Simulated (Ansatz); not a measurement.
Si nanocrystals, hexagonal, H-capped: gap (eV) against size, from Ansatz at r2SCAN-D4/def2-SVP, gas phase, singlets. N counts the atoms other than H and halogen caps. The structures are stationary points that may keep the symmetry of their start.

```json
{"species": "Si21H28", "geometry": "PBE-D4/def2-SVP", "N": "21", "N^(−1/3)": "0.362", "gap (eV)": "4.17"}
{"species": "Si24H30", "geometry": "PBE-D4/def2-SVP", "N": "24", "N^(−1/3)": "0.347", "gap (eV)": "4.10"}
{"species": "Si27H34", "geometry": "PBE-D4/def2-SVP", "N": "27", "N^(−1/3)": "0.333", "gap (eV)": "3.92"}
{"species": "Si30H34", "geometry": "PBE-D4/def2-SVP", "N": "30", "N^(−1/3)": "0.322", "gap (eV)": "3.77"}
{"species": "Si39H44", "geometry": "PBE-D4/def2-SVP", "N": "39", "N^(−1/3)": "0.295", "gap (eV)": "3.52"}
{"species": "Si41H46", "geometry": "PBE-D4/def2-SVP", "N": "41", "N^(−1/3)": "0.290", "gap (eV)": "3.49"}
```

Question: Fit a straight line in N^(−1/3) and predict the value for Si50H54 (N = 50, PBE-D4/def2-SVP geometry).

Answer: With x = N^(−1/3) and y = gap (eV): mean x = 0.3248, mean y = 3.828; Σ(x − x̄)(y − ȳ) = 0.04062, Σ(x − x̄)² = 0.004051; slope b = 10.03, intercept a = ȳ − b·x̄ = 0.5703. The residuals of the fitted rows reach 0.05. At x = 0.271 the line gives 0.5703 + (10.03 × 0.271) = 3.29; the run gave 3.27, 0.02 less than the line. R² of the fitted rows is 0.99. The intercept, 0.5703 eV, is the line's value for infinite size, a rough extrapolation from members this small. The gap is the Kohn–Sham HOMO–LUMO difference.
